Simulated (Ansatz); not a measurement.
Species: AlH3, charge 0, triplet. This triplet is an excited state, 2.9 eV above the singlet at CCSD(T)/cc-pV(5+d)Z (Ansatz, a quantum-chemistry and plane-wave program). AlH3 (parent SMILES [AlH3], triplet).
B3LYP-D3(BJ)/def2-TZVP minimum from Ansatz:
```xyz
4

Al    -0.0999    -0.1304     0.1604
H      1.2990     0.2345     0.8184
H     -0.1687     1.0685    -1.2813
H      0.1679     0.3922    -1.6217
```
Charge 0, spin multiplicity 3.

Hartree-Fock and CCSD correlation energies in hartree (Ansatz). Radicals and triplets start from unrestricted determinants; spin-orbit coupling is neglected. Correlated methods leave the cores frozen. No relativity. The spin of H3Al (parent SMILES [AlH3], triplet) was assumed, and the state is the lowest solution found for it.

| basis | X | E(HF) | E(corr, CCSD) |
|---|---|---|---|
| cc-pV(T+d)Z | 3 | -243.55302 | -0.10436 |
| cc-pV(Q+d)Z | 4 | -243.55606 | -0.10800 |
| cc-pV(5+d)Z | 5 | -243.55669 | withheld |

### Question
Fit E(corr) = E∞ + A/X³ to X = 3 and 4, predict X = 5, and compare with the run.

### Answer
A = (-0.10436 - (-0.10800))/(1/27 - 1/64) = 0.1700; E∞ = -0.10800 - A/64 = -0.11066; at X = 5, E∞ + A/125 = -0.10930. The run gave -0.10904, 0.26 mEh above the prediction. The same form on X = 4 and 5 gives E∞ = -0.11013, 0.53 mEh above the first estimate.
